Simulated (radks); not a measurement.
Valence configurations of Tl I. All-electron calculation, scalar-relativistic Kohn-Sham, BLYP, spin-polarised, spherical densities, point nucleus; open shells are filled with parallel spins first (spin-orbit coupling, left out, can overturn this in heavy ions). Program: a radial shooting solver on a logarithmic mesh with Libxc functionals. Energies are relative to [Hg] 6p1; eigenvalues in eV for spin up.

valence                     E (eV)  moment (Bohr magnetons)    e(4f)    e(5d)   e(6p)    e(6s)
[Hg] 6p1                     0.000                        1  -113.77  -15.264  -2.501   -9.610
[Xe] 4f14 5d10 6s1 6p2       6.562                        3  -115.48  -17.011  -3.457  -11.097
[Xe] 4f13 5d10 6s2 6p2      119.49                        3  -132.79  -21.069  -3.718  -11.987
[Xe] 4f12 5d10 6s2 6p3      255.76                        5  -152.48  -27.048  -4.869  -14.236
[Xe] 4f12 5d9.5 6s2 6p3.5   267.59                        5  -155.62  -29.485  -5.353  -15.243
[Xe] 4f14 5d10 6p3          14.362                        3  -117.23  -18.582  -4.154        -
[Xe] 4f13.5 5d10 6s2 6p1.5  57.685                        2  -123.20  -18.148  -3.122  -10.820
[Xe] 4f13 5d10 6s1 6p3      126.70                        5  -134.30  -22.604  -4.563  -13.277
[Xe] 4f13.5 5d10 6s1 6p2.5  64.587                        4  -124.79  -19.775  -4.014  -12.195
[Xe] 4f14 5d10 6s1.5 6p1.5   3.331                        2  -114.67  -16.181  -3.005  -10.396

NIST lists [Hg] 6p1 as the ground configuration; this level of theory agrees among the configurations tried. The energies are those of spherical high-spin densities, not of single terms.
